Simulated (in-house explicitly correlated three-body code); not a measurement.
Computed with an exponentially correlated three-body code. Model: two electrons around a point charge, non-relativistic, variational in 260 exponentially correlated functions (energies converged to about 1e-7 hartree, or 1e-8 relative for large Z).

Command:
```bash
python run_hyl.py task.json out
```
Settings (lengths in bohr, energies in hartree):
```
Z                      14
screening              0.07
interaction_strength   1
functions              260
states_tried           13
```

Time taken, with all properties: 2.6 min on 1 thread of Arm Neoverse N1, with other jobs on the host.

**Those bound S and P states to n = 4 that converged, binding against the one-electron ion.**

Given: nuclear charge 14; Yukawa screening of all interactions 0.07 1/bohr.

Computed: one-electron threshold -97.0236628 hartree.

```
term  energy (hartree)  binding (eV)
1 1S       -185.524183        2408.2
2 3S                 ?             ?
2 3P       -117.539586        558.27
2 1S       -117.496295        557.09
2 1P                 ?             ?
3 3S       -105.754452        237.58
3 3P       -105.614132        233.76
3 1S       -105.610121        233.65
3 1P       -105.506232        230.82
4 3S       -101.541203        122.93
4 1S       -101.483093        121.35
4 3P       -101.482565        121.33
4 1P       -101.438645        120.14
```

**Question.** What belongs in the row 2 3S?

**Answer.** energy (hartree): -118.044439; binding (eV): 572.

**Question.** What belongs in the row 2 1P?

**Answer.** energy (hartree): -117.142799; binding (eV): 547.47.

**Converged states only, values per electron or pair (inverse distances are <exp(-kr)/r>).**

```json
{"term": "1 1S", "mean r (bohr)": "0.1101", "mean r squared (bohr²)": "0.016221", "mean inverse r (1/bohr)": "13.618", "mean r12 (bohr)": "0.16167", "mean inverse r12 (1/bohr)": "8.3667", "mean cosine": "-0.0094993", "mean p1 dot p2 (bohr⁻²)": "1.7495", "delta r1 (bohr⁻³)": "832.54", "delta r12 (bohr⁻³)": "94.824"}
{"term": "2 3S", "mean r (bohr)": "0.27679", "mean r squared (bohr²)": "0.12379", "mean inverse r (1/bohr)": "8.586", "mean r12 (bohr)": "0.46458", "mean inverse r12 (1/bohr)": "2.4656", "mean cosine": "-0.0032556", "mean p1 dot p2 (bohr⁻²)": "0.13654", "delta r1 (bohr⁻³)": "484.81", "delta r12 (bohr⁻³)": "-"}
{"term": "2 3P", "mean r (bohr)": "?", "mean r squared (bohr²)": "?", "mean inverse r (1/bohr)": "?", "mean r12 (bohr)": "?", "mean inverse r12 (1/bohr)": "?", "mean cosine": "?", "mean p1 dot p2 (bohr⁻²)": "?", "delta r1 (bohr⁻³)": "?", "delta r12 (bohr⁻³)": "-"}
{"term": "2 1S", "mean r (bohr)": "0.28179", "mean r squared (bohr²)": "0.12918", "mean inverse r (1/bohr)": "8.5641", "mean r12 (bohr)": "0.46892", "mean inverse r12 (1/bohr)": "2.9487", "mean cosine": "-0.005239", "mean p1 dot p2 (bohr⁻²)": "0.15565", "delta r1 (bohr⁻³)": "482.93", "delta r12 (bohr⁻³)": "17.262"}
{"term": "2 1P", "mean r (bohr)": "0.24698", "mean r squared (bohr²)": "0.097429", "mean inverse r (1/bohr)": "8.5501", "mean r12 (bohr)": "0.39553", "mean inverse r12 (1/bohr)": "3.2598", "mean cosine": "0.059852", "mean p1 dot p2 (bohr⁻²)": "13.004", "delta r1 (bohr⁻³)": "437.27", "delta r12 (bohr⁻³)": "5.0111"}
{"term": "3 3S", "mean r (bohr)": "0.56201", "mean r squared (bohr²)": "0.59472", "mean inverse r (1/bohr)": "7.661", "mean r12 (bohr)": "1.0245", "mean inverse r12 (1/bohr)": "1.1777", "mean cosine": "-0.0011037", "mean p1 dot p2 (bohr⁻²)": "0.040385", "delta r1 (bohr⁻³)": "450.67", "delta r12 (bohr⁻³)": "-"}
{"term": "3 3P", "mean r (bohr)": "0.53066", "mean r squared (bohr²)": "0.53214", "mean inverse r (1/bohr)": "7.6557", "mean r12 (bohr)": "0.96352", "mean inverse r12 (1/bohr)": "1.306", "mean cosine": "-0.017518", "mean p1 dot p2 (bohr⁻²)": "-3.0567", "delta r1 (bohr⁻³)": "436.11", "delta r12 (bohr⁻³)": "-"}
{"term": "3 1S", "mean r (bohr)": "?", "mean r squared (bohr²)": "?", "mean inverse r (1/bohr)": "?", "mean r12 (bohr)": "?", "mean inverse r12 (1/bohr)": "?", "mean cosine": "?", "mean p1 dot p2 (bohr⁻²)": "?", "delta r1 (bohr⁻³)": "?", "delta r12 (bohr⁻³)": "?"}
{"term": "3 1P", "mean r (bohr)": "0.53635", "mean r squared (bohr²)": "0.54476", "mean inverse r (1/bohr)": "7.6511", "mean r12 (bohr)": "0.97123", "mean inverse r12 (1/bohr)": "1.3955", "mean cosine": "0.014068", "mean p1 dot p2 (bohr⁻²)": "3.1392", "delta r1 (bohr⁻³)": "436.77", "delta r12 (bohr⁻³)": "1.5981"}
{"term": "4 3S", "mean r (bohr)": "0.96498", "mean r squared (bohr²)": "1.8763", "mean inverse r (1/bohr)": "7.34", "mean r12 (bohr)": "1.8271", "mean inverse r12 (1/bohr)": "0.66237", "mean cosine": "-0.00047993", "mean p1 dot p2 (bohr⁻²)": "0.016887", "delta r1 (bohr⁻³)": "442.51", "delta r12 (bohr⁻³)": "-"}
{"term": "4 1S", "mean r (bohr)": "0.97474", "mean r squared (bohr²)": "1.917", "mean inverse r (1/bohr)": "7.3376", "mean r12 (bohr)": "1.8461", "mean inverse r12 (1/bohr)": "0.71365", "mean cosine": "-0.00071786", "mean p1 dot p2 (bohr⁻²)": "0.021424", "delta r1 (bohr⁻³)": "442.36", "delta r12 (bohr⁻³)": "2.0721"}
{"term": "4 3P", "mean r (bohr)": "0.93612", "mean r squared (bohr²)": "1.7744", "mean inverse r (1/bohr)": "7.3378", "mean r12 (bohr)": "1.77", "mean inverse r12 (1/bohr)": "0.71433", "mean cosine": "-0.0068221", "mean p1 dot p2 (bohr⁻²)": "-1.1794", "delta r1 (bohr⁻³)": "436.47", "delta r12 (bohr⁻³)": "-"}
{"term": "4 1P", "mean r (bohr)": "0.9437", "mean r squared (bohr²)": "1.805", "mean inverse r (1/bohr)": "7.3359", "mean r12 (bohr)": "1.7837", "mean inverse r12 (1/bohr)": "0.75106", "mean cosine": "0.0054567", "mean p1 dot p2 (bohr⁻²)": "1.23", "delta r1 (bohr⁻³)": "436.72", "delta r12 (bohr⁻³)": "0.68433"}
```

**Question.** What belongs in the row 2 3P?

**Answer.** mean r (bohr): 0.24297; mean r squared (bohr²): 0.093802; mean inverse r (1/bohr): 8.5671; mean r12 (bohr): 0.40463; mean inverse r12 (1/bohr): 2.9407; mean cosine: -0.074398; mean p1 dot p2 (bohr⁻²): -13.311; delta r1 (bohr⁻³): 434.3.

**Question.** What belongs in the row 3 1S?

**Answer.** mean r (bohr): 0.56929; mean r squared (bohr²): 0.61197; mean inverse r (1/bohr): 7.6552; mean r12 (bohr): 1.0378; mean inverse r12 (1/bohr): 1.3054; mean cosine: -0.0016739; mean p1 dot p2 (bohr⁻²): 0.049799; delta r1 (bohr⁻³): 450.27; delta r12 (bohr⁻³): 4.9914.

**Electric-dipole lines between converged S and P states, rate of the upper state's decay.**

```csv
s state,p state,p minus s (eV),oscillator strength from s,rate (1/s)
1 1S,2 1P,1860.8,0.75415,3.7768e+13
1 1S,3 1P,2177.4,0.15183,1.0412e+13
1 1S,4 1P,2288.1,0.056241,4.2588e+12
2 1S,2 1P,9.6191,0.037768,5.0545e+07
2 1S,3 1P,326.27,0.39955,6.1518e+11
2 1S,4 1P,436.95,0.097114,2.6819e+11
3 1S,2 1P,-313.82,-0.049513,2.1159e+11
3 1S,3 1P,2.827,0.06675,7.7158e+06
3 1S,4 1P,113.51,0.43754,8.1543e+10
4 1S,2 1P,-426.12,-0.010847,8.5463e+10
4 1S,3 1P,-109.48,-0.11361,5.9082e+10
4 1S,4 1P,1.2095,0.095667,2.0242e+06
2 3S,2 3P,13.738,0.051931,1.4176e+08
2 3S,3 3P,?,?,?
2 3S,4 3P,?,?,?
3 3S,2 3P,-320.69,-0.050469,2.2522e+11
3 3S,3 3P,3.8183,0.088047,1.8567e+07
3 3S,4 3P,116.24,0.42179,8.2438e+10
4 3S,2 3P,-435.34,-0.010885,8.9512e+10
4 3S,3 3P,-110.83,-0.11751,6.2633e+10
4 3S,4 3P,1.5956,0.12401,4.5666e+06
```

**Question.** What belongs in the row 2 3S 3 3P?

**Answer.** p minus s (eV): 338.25; oscillator strength from s: 0.38493; rate (1/s): 6.3699e+11.

**Question.** What belongs in the row 2 3S 4 3P?

**Answer.** p minus s (eV): 450.67; oscillator strength from s: 0.094736; rate (1/s): 2.7831e+11.

**Static dipole response.**

```tsv
state	polarisability (bohr³)
1 1S	0.00026035
2 1S	0.30613
```
